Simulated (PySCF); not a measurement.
Species: 2-cyanothiophene, C5H3NS.
Bonds: N1–C2 (triple), C2–C3, C3–C4 (aromatic), C4–C5 (aromatic), C5–C6 (aromatic), C6–S7 (aromatic), C3–S7 (aromatic). Hydrogens: H8 on C4; H9 on C5; H10 on C6.

Computed with PySCF at wB97X-D/pcSseg-2, non-relativistic, on one gas-phase PBE0-D3(BJ)/def2-TZVP geometry that isn't relaxed in the solvent. The solvent is an IEF-PCM continuum (Bondi radii, 1.10 Å for H, scaled by 1.2). The model holds no explicit solvent molecules, cavitation or dispersion.

Gas phase at wB97X-D/pcSseg-2: HOMO -9.25 eV, LUMO -0.11 eV, dipole 4.85 D.

Problem. What does the continuum do to the energy, the frontier levels and the dipole at wB97X-D/pcSseg-2 in chloroform?

Solution. 
| solvent | ε | E(solvent) − E(gas) (kcal/mol) | polarisation term (kcal/mol) | distortion of the solute (kcal/mol) | HOMO (eV) | LUMO (eV) | dipole (D) |
| --- | --- | --- | --- | --- | --- | --- | --- |
| chloroform | 4.711 | -4.70 | -5.54 | 0.84 | -9.13 | 0.02 | 6.07 |

The first energy column is the sum of the next two and covers electrostatics alone.

Problem. Which radius a makes the point-dipole formula ΔE = −[(ε − 1)/(2ε + 1)]·μ²/a³ give the value in chloroform, with the gas-phase dipole?

Solution. μ = 1.908 au and |ΔE| = 0.00748 Eh give a = 2.95 Å; the farthest nucleus lies 3.48 Å from the centroid of the nuclei, so such a sphere wouldn't even hold the nuclei. The formula assumes a rigid point dipole at the centre of a sphere.

Note: wB97X-D ran without an empirical dispersion term, which enters the total energy and its gradient alone.
